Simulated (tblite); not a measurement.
C6H7FN (doublet state).
Numbering: `[H]/[N:1]=[CH:2]\[C:3]1[C@H:4]([F:5])[C:6]12[CH2:7][CH2:8]2` (hydrogens: H9 on N1; H10 on C2; H11 on C4; H12, H13 on C7; H14, H15 on C8)

Structure optimised with GFN2-xTB, isolated species. This method treats the open shell by occupation alone, without spin polarisation.

**Question.** List the bond lengths, angles and torsions at this level.

**Answer.** 
```tsv
bond	length (bohr)
N1=C2	2.439
C2–C3	2.620
C3–C4	2.789
C4–F5	2.597
C4–C6	2.824
C6–C7	2.834
C7–C8	2.827
C3–C6	2.690
C6–C8	2.836
N1–H9	1.927
C2–H10	2.054
C4–H11	2.052
C7–H12	2.041
C7–H13	2.041
C8–H14	2.041
C8–H15	2.041
```

A selection of angles:
```tsv
angle	degrees
N1–C2–C3	126.9
C2–C3–C4	148.1
C2–C3–C6	149.2
C4–C3–C6	62.0
C3–C4–F5	119.1
C3–C4–C6	57.3
F5–C4–C6	118.9
C4–C6–C7	136.4
C4–C6–C8	137.1
C7–C6–C8	59.8
C3–C6–C4	60.7
C3–C6–C7	141.3
C3–C6–C8	138.8
C6–C7–C8	60.1
C6–C8–C7	60.0
H9–N1–C2	113.6
```

Dihedral angles: N1–C2–C3–C4 174° (antiperiplanar); C2–C3–C4–F5 -63° (synclinal); C3–C4–C6–C7 -135° (anticlinal); C4–C6–C7–C8 -128° (anticlinal); C2–C3–C6–C4 170° (antiperiplanar); C4–C6–C8–C7 127° (anticlinal); H9–N1–C2–C3 0° (synperiplanar).

The 7 C–C bonds span 1.386 Å (C2–C3, drawn single in one of several resonance forms) to 1.501 Å (C6–C8, drawn single), a spread of 0.115 Å. C2 (carbon bonded to C, N and H) is planar (angles 126.9°, 117.3° and 115.8°, sum 360.0°, 0.00 Å off the plane of its three neighbours). C3 (carbon bonded to 3 C) is planar (angles 149.2°, 148.1° and 62.0°, sum 359.3°, 0.06 Å off the plane of its three neighbours). The 3-membered ring C3–C4–C6 has internal angles of 57.3° to 62.0°. The 3-membered ring C6–C7–C8 has internal angles of 59.8° to 60.1°.

Point group: C1 (no symmetry element, even within 0.4 Å). Its GFN2-xTB frequencies are all real (lowest 77 cm⁻¹). 3 starts were optimised and ended at 0.00, 0.07 and 0.07 kcal/mol (GFN2-xTB); the lowest of these is shown.

One conformer stands for the species.

All values are computed, not measured.
